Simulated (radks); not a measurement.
Q: The potassium anion K-, configuration [Ar] 4s2. All-electron calculation, non-relativistic Kohn-Sham, LDA (Slater exchange, VWN5 correlation), spin-polarised, spherical densities, point nucleus; Watson sphere of charge +1 and radius 3.46 bohr. Program: a radial shooting solver on a logarithmic mesh with Libxc functionals. Some entries of the table are withheld. Estimate them.

orbital  occ.  eigenvalue (hartree)  <1/r> (bohr^-1)
1s          2                   (1)              (2)
2s          2             -12.85693            3.753
2p          6             -10.30172              (3)
3s          2              -1.30437            1.092
3p          6              -0.71834              (4)
4s          2                   (5)              (6)

A: 
(1) 1s eigenvalue (hartree): -128.4317
(2) 1s <1/r> (bohr^-1): 18.50
(3) 2p <1/r> (bohr^-1): 3.685
(4) 3p <1/r> (bohr^-1): 0.9507
(5) 4s eigenvalue (hartree): -0.12818
(6) 4s <1/r> (bohr^-1): 0.2883
